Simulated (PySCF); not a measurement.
CH5ClFNSi, SMILES [Si@@](C)(F)(Cl)N. Atoms are numbered in the order given.

```xyz
10

C      1.7291     0.8618     0.4374
Si     0.1082     0.2504    -0.2045
N     -1.0730     1.4777    -0.2467
F      0.3892    -0.4263    -1.6602
Cl    -0.6578    -1.2824     0.9512
H      1.6335     1.2277     1.4706
H      2.1097     1.6861    -0.1880
H      2.4793     0.0565     0.4198
H     -2.0585     1.2526    -0.3383
H     -0.8619     2.3943    -0.6285
```

Geometry: r2SCAN-D4/def2-SVP. The structure was generated by enumeration; whether it is a known compound was not checked. Other conformers were not sampled.

Two levels are set side by side: PBE/pcSseg-1 (PySCF) and KT2/pcSseg-1 (PySCF). GIAO shifts against CFCl3 (¹⁹F), HCl (³⁵Cl), NH3 (¹⁵N), TMS (²⁹Si), TMS (¹H), TMS (¹³C) at the same level; non-relativistic, no solvent, atoms listed together averaged. Without spin–orbit terms, shifts of atoms bonded to Cl or Br come out too high at both levels. Differences are taken from unrounded values.

```json
[
 {"quantity": "δ(¹³C) of C1 (ppm)", "KT2": "1.2"},
 {"quantity": "δ(²⁹Si) of Si2 (ppm)", "KT2": "3.4"},
 {"quantity": "δ(¹⁵N) of N3 (ppm)", "KT2": "44.8"},
 {"quantity": "δ(¹⁹F) of F4 (ppm)", "KT2": "-133.1"},
 {"quantity": "δ(³⁵Cl) of Cl5 (ppm)", "KT2": "57.9"}
]
```

Task: What does PBE give, and how far is it from KT2? (The exact figures need the calculation; the answer reports its results.)

Result: 
```csv
quantity,PBE,PBE minus KT2
δ(¹³C) of C1 (ppm),1.2,0.0
δ(²⁹Si) of Si2 (ppm),2.8,-0.5
δ(¹⁵N) of N3 (ppm),47.1,2.3
δ(¹⁹F) of F4 (ppm),-127.8,5.3
δ(³⁵Cl) of Cl5 (ppm),57.5,-0.3
```

Rough cost on one machine, each run with all the roots and properties that it gave: KT2 against PBE within a factor of 2.
